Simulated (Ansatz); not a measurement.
Cartesian coordinates in Å:
```
C -0.395 -0.916 1.340
C 0.006 -0.877 -0.128
C 1.470 -0.516 -0.291
N -0.822 0.014 -0.929
In -0.780 2.014 -0.808
Cl 0.953 3.350 -0.063
Cl -2.570 3.166 -1.724
H 0.186 -1.659 1.895
H -0.221 0.061 1.805
H -1.454 -1.162 1.452
H -0.139 -1.884 -0.546
H 2.106 -1.222 0.246
H 1.755 -0.523 -1.344
H 1.676 0.481 0.115
H -1.770 -0.328 -1.021
```

Total charge 0; spin multiplicity 1. In: def2 effective core potential.

(1) List the ωB97M-V/def2-TZVPP orbital energies in eV (Ansatz 0.2.0). (An estimate is asked.)

## Answers

(1) The calculation gave: Occupied: -2771.72, -2771.57, -394.85, -282.73, -281.46, -281.37, -262.09, -261.94, -199.56, -199.44, -199.43, -199.40, -199.29, -199.28, -132.26, -88.71, -88.51, -88.41, -27.89, -26.01, -25.92, -25.18, -25.08, -25.00, -24.34, -24.03, -23.61, -22.33, -19.12, -16.87, -15.47, -15.05, -14.44, -13.69, -13.26, -12.97, -12.51, -12.19, -12.00, -11.73, -11.29, -11.13, -11.06, -9.57. Lowest empty: -0.02, 0.52, 1.64, 2.01, 2.45, 2.72, 3.68, 3.91.
